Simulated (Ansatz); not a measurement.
Frontier orbitals of CH$_{6}$BFOSi$_{2}$, SMILES `F[SiH2]B1CO[SiH2]1`.

The species carries charge 0 and has multiplicity 1. All single points use the PBE0-D4/def2-TZVP geometry. It is one conformer, not always the lowest. Basis def2-TZVPP, Ansatz 0.2.0.

Orbital energies of one run (eV). Highest occupied ones, from the top: -6.43, -6.64, -6.95, -8.26, -8.67, -8.75, -10.28, -10.47, -10.51, -10.97, -11.42, -11.57, -13.43, -14.12. Empty: -3.71, -1.24, -0.77, 0.13, 0.94, 1.02.

Q: Which functional gave them?
A. CAM-B3LYP
B. B97M-V
C. revPBE
D. BHLYP

A: C. HOMO energies: revPBE -6.43, CAM-B3LYP -9.01, B97M-V -6.82, BHLYP -8.78 eV.
